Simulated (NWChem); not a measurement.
PbS

```xyz
2

Pb     0.0000     0.0000     0.3822
S      0.0000     0.0000    -1.9586
```
Charge 0, spin multiplicity 1.

Everything below was run with NWChem. The geometry was optimised at PBE/def2-SVP with def2 effective core potentials on Pb, a minimum by its harmonic frequencies.

Symmetry labels belong to the abelian group C2v used in the runs, with the axes of the coordinates shown; states degenerate in a higher group split over its labels.

Effective core potentials replace the inner electrons of Pb; spin-orbit coupling is left out. The correlated methods keep 9 core orbitals frozen. The structure started from a generated list of species.

**Question.** List the 4 singlet excitations that EOM-CCSD/def2-SVPD with def2 effective core potentials on Pb, 9 core orbitals frozen gives, with oscillator strengths.

**Answer.** 
| state | symmetry | energy (eV) | wavelength (nm) | f |
|---|---|---|---|---|
| 1 | a2 | 2.94 | 422 | 0.000 |
| 2 | a1 | 2.95 | 421 | 0.000 |
| 3 | b2 | 3.47 | 357 | 0.011 |
| 4 | b1 | 3.47 | 357 | 0.011 |
These are the lowest roots of each symmetry, so higher states are missing between them.
